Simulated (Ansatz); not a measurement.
`C[SiH](C)[SiH2]Cl` → `C[SiH2]C[SiH2]Cl`  (isomerisation)

Program: Ansatz. Geometries: PBE0-D4/def2-TZVP. ΔE: electronic, gas phase. CCSD(T)/CBS is the MP2 limit (def2-TZVPP, def2-QZVPP) plus CCSD(T) − MP2 in def2-TZVPP, frozen cores. Functionals use def2-TZVPP. B3LYP here is the variant with VWN-RPA as its local correlation; programs differ in this. One conformer a species, not always the lowest.

```tsv
level	ΔE (kJ/mol)
B3LYP-D4	-7.0
ωB97X-V	-10.5
ωB97M-V	-16.0
PBE	0.0
B3LYP	-9.5
MP2/def2-TZVPP	-19.2
CCSD(T)/def2-TZVPP	-14.0
CCSD/CBS(def2)	-13.9
```

Question: What does CCSD(T)/CBS give? (Best estimate.)

Answer: Computed: -13.0 kJ/mol. The listed levels differ from it by 6.0, 2.5, -3.0, 13.0, 3.5, -6.2, -1.0, -0.9 kJ/mol.

Largest T1 diagnostic among the species: 0.010.

From PBE to PBE0 (25 % exact exchange), in def2-TZVPP and without D4, ΔE moves by −4.6 kJ/mol.
